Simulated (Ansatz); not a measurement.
Reaction (redistribution): `C=[CH][Al]([CH3])[OH]` + `[CH3][W](=[NH])(=[NH])[NH2]` → `C=[CH][Al]([CH3])[CH3]` + `[NH]=[W](=[NH])([NH2])[OH]`

Computed with Ansatz on PBE0-D4/def2-TZVP structures; ΔE is electronic, products minus reactants. CCSD(T)/CBS is the MP2 limit (def2-TZVPP, def2-QZVPP) plus CCSD(T) − MP2 in def2-TZVPP, frozen cores. Elements past krypton have def2 core potentials. For W outer-core shells are correlated without core-valence functions, which leaves a few kJ/mol of doubt a bond. Each species was taken in one conformer, which may not be the lowest.

`C=[CH][Al]([CH3])[OH]`:

Cartesian coordinates in Å:
```
C -0.615 1.454 -1.399
C 0.549 1.133 -0.828
Al 0.633 -0.333 0.445
C -0.946 -1.355 0.934
O 2.105 -0.775 1.175
H -1.534 0.917 -1.171
H -0.721 2.264 -2.120
H 1.413 1.731 -1.121
H -1.747 -0.710 1.308
H -0.717 -2.090 1.709
H -1.355 -1.896 0.074
H 2.936 -0.338 0.996
```

`[CH3][W](=[NH])(=[NH])[NH2]`:

Z-matrix (Å, degrees):
```
C
W 1 2.130
H 1 1.093 2 110.0
H 1 1.094 2 110.0 3 120.4
H 1 1.092 2 110.9 3 -119.8
N 2 1.755 1 104.5 3 -178.8
N 2 1.755 1 104.5 3 58.4
N 2 1.951 1 109.1 3 -60.2
H 6 1.008 2 156.3 1 -117.0
H 7 1.008 2 156.3 1 116.9
H 8 1.009 2 123.4 1 -99.5
H 8 1.009 2 123.4 1 99.5
```

`C=[CH][Al]([CH3])[CH3]`:

Z-matrix (Å, degrees):
```
C
Al 1 1.956
H 1 1.093 2 113.7
H 1 1.095 2 111.3 3 122.1
H 1 1.097 2 110.3 3 -120.3
C 2 1.950 1 118.8 3 17.6
C 2 1.956 1 121.4 3 -162.4
C 6 1.336 2 121.6 1 -0.1
H 6 1.092 2 122.3 1 179.4
H 7 1.094 2 112.0 1 -141.2
H 7 1.093 2 113.0 1 -18.8
H 7 1.097 2 110.2 1 100.7
H 8 1.089 6 123.1 2 179.6
H 8 1.088 6 121.8 2 -0.4
```

`[NH]=[W](=[NH])([NH2])[OH]`:

Cartesian coordinates in Å:
```
N -0.781 1.431 0.892
W -0.215 0.104 -0.102
N -0.873 -1.468 0.318
N 1.716 -0.014 0.156
O -0.668 0.503 -1.916
H -1.300 1.908 1.611
H -1.436 -2.116 0.844
H 2.218 -0.887 0.193
H 2.275 0.748 0.505
H -0.936 -0.210 -2.500
```

```json
{"species": "`C=[CH][Al]([CH3])[OH]`", "CCSD/CBS(def2) energy (Eh)": "-435.57741"}
{"species": "`[CH3][W](=[NH])(=[NH])[NH2]`", "CCSD/CBS(def2) energy (Eh)": "-273.33523"}
{"species": "`C=[CH][Al]([CH3])[CH3]`", "CCSD/CBS(def2) energy (Eh)": "-399.60447"}
{"species": "`[NH]=[W](=[NH])([NH2])[OH]`", "CCSD/CBS(def2) energy (Eh)": "-309.28790"}
```

(1) Work out ΔE.

Largest T1 diagnostic among the species: 0.020, so the coupled-cluster value is less sure than usual.

## Answers

(1) ΔE = (-399.60447) + (-309.28790) − (-435.57741) − (-273.33523) = 0.02027 Eh = +12.7 kcal/mol. CCSD(T)/CBS gives +12.5 kcal/mol.

Leaving LDA and LC-ωPBE aside and taking each functional with its dispersion term where it has one, the values, not all of them listed here, spread over 2.8 kcal/mol, from revPBE-D4 to BHLYP-D4. From r2SCAN to r2SCAN0 (25 % exact exchange), in def2-TZVPP and without D4, ΔE moves by +0.9 kcal/mol. In def2-TZVPP, CCSD(T) changes the Hartree–Fock value by +1.1 kcal/mol (the triples alone add −0.3 kcal/mol) and MP2 by +2.0 kcal/mol.
